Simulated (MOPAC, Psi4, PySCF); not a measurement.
Donor–acceptor adduct: BBrH2 (SMILES BBr) (first 4 atoms) with NH3 (SMILES N); geometry from B3LYP-D3(BJ)/def2-TZVP, rigid monomers moved along the line of their centres of mass till B1···N5 is 1.82 Å.
(charge 0, multiplicity 1):
```xyz
8

B     -0.501    -0.659     2.174
Br     0.690     0.744     1.277
H     -0.029    -1.752     2.063
H     -1.641    -0.529     1.837
N     -0.506    -0.332     3.968
H     -1.064    -0.964     4.539
H      0.459    -0.366     4.290
H     -0.840     0.619     4.108
```

Counterpoise-corrected where a basis set is named; no monomer relaxation. Rows marked so take none.

Cores are frozen in the correlated methods. Filled d and f shells under p-block atoms count as core. Rows in 6-31G*, STO-3G carry no dispersion term and start afresh at each structure (6-31G* with six Cartesian d functions); the Pople sets are all-electron and without relativity. The state reached by PM3 isn't checked.

Codes used: MOPAC for PM3 (differences of heats of formation); Psi4 for SAPT; PySCF for 6-31G* rows, STO-3G rows. Values without a source in brackets are computed.

Problem. One of these levels gives -50.20 kcal/mol for the interaction energy. Name it.
A) HF/STO-3G (no counterpoise)
B) HF/6-31G* (no counterpoise)
C) PM3
D) SAPT0/aug-cc-pVDZ

Solution. D, SAPT0/aug-cc-pVDZ. The others give -76.60 (PM3), -61.67 (HF/STO-3G (no counterpoise)), -42.22 (HF/6-31G* (no counterpoise))
